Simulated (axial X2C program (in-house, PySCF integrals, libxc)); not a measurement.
Spectroscopic constants of TeBr⁺

All values were computed with an in-house relativistic program for diatomic molecules. Spin-free means the one-electron spin-free X2C Hamiltonian; two-component (2c) means X2C with spin–orbit coupling and atomic mean-field two-electron Coulomb and Gaunt terms, so the difference of the two also holds small scalar two-electron terms. Basis: Te dyall-cv3z [11s12p8d4f1g], Br dyall-cv3z [8s9p6d4f1g] (cores contracted in-house); Gaussian nuclei, density fitting, unrestricted open shells. Masses: Te 129.906 u, Br 78.918 u.

State, spin-free: M_S = 1, Λ = 0 (beyond evenly filled blocks: π+α, π-α); electrons by block: σα: 18, σβ: 18, π+α: 10, π+β: 9, π-α: 10, π-β: 9, δ+α: 3, δ+β: 3, δ-α: 3, δ-β: 3. Fragments: Te+ + Br.

State, 2c: Ω = 1 (⟨Sz⟩ = 0.99, ⟨Lz⟩ = 0.01 at PBE); electrons by block: 1/2: 27, -1/2: 28, 3/2: 13, -3/2: 12, 5/2: 3, -5/2: 3. Fragments: Te+ + Br.

```csv
Hamiltonian,level,Re (Å),ωe (cm⁻¹),Be (cm⁻¹),αe (cm⁻¹),De (eV),D0 (eV),k (mdyn/Å),μ (D)
spin-free,PBE0,2.367,319.5,0.06127,0.000167,2.79,2.77,2.95,-1.59
spin-free,HF,2.378,313.4,0.06073,0.000194,0.949,0.929,2.84,-2.48
spin-free,CCSD,2.385,308.3,0.06036,0.000189,2.14,2.12,2.75,n/a
spin-free,CCSD(T),2.391,306.6,0.06008,0.000181,2.30,2.28,2.72,n/a
spin-free,PBE,2.396,301.9,0.05982,0.000172,3.14,3.12,2.64,-1.32
2c,PBE,2.402,297.5,0.05953,0.000177,2.93,2.92,2.56,-1.31
```

Correlated methods: 12 electrons correlated (number of frozen shells: Te 4 s, 3 p, 2 d; Br 3 s, 2 p, 1 d), 270 virtual spin orbitals or spinors in MP2, 89 natural virtuals in coupled cluster.

Dipoles are positive if Br is the positive end and refer to the centre of mass.

The state is one determinant whose occupation by symmetry is held fixed; it was picked as the lowest of a PBE0 search that is not exhaustive. De is counted from the lowest determinant-based energies of the atoms at the same level, without counterpoise correction. Density functionals use the spin component along the axis (collinear). CCSD and (T) use frozen natural virtuals with an MP2 correction for the truncation; (T) itself is uncorrected, so its De runs slightly low. PBE0 can misorder states that lie within some tenths of an eV, so this need not be the ground state of the molecule. The nearest other spin-free determinant of the search, M_S = 0, Λ = 2, lies 0.76 eV up at the distance of the search. The functionals have no current-density term, which raises determinants with orbital currents, atoms included. With several unpaired electrons one determinant need not be a pure state. Open-shell Ω = 0 determinants with evenly filled partner blocks cannot be reached by this program, so the Ω shown need not be the lowest component. This is the Ω = 1 component of a π² triplet; the 0⁺ component is not one determinant and can lie lowest. The determinant is spin-polarised beyond a pure state at some levels (its spin-free form has ⟨S²⟩ too high), which makes Re and μ there less reliable. With the outer-core shells frozen, correlated bond lengths of heavy atoms tend to come out a few hundredths of an ångström too long.

No reliable constants came from CCSD (2c), CCSD(T) (2c), HF (2c), MP2 (2c), MP2 (spin-free), PBE0 (2c): no minimum in range, unconverged points, a curve that is not smooth, a change of character along it, or the two Hamiltonians disagreeing along it.

Rough cost a point (2c) on 1 thread(s) of a shared host, integrals apart: PBE 0.6 s.

The whole task took 3.6 min on 1 thread of Arm Neoverse V2, with other jobs on the host.
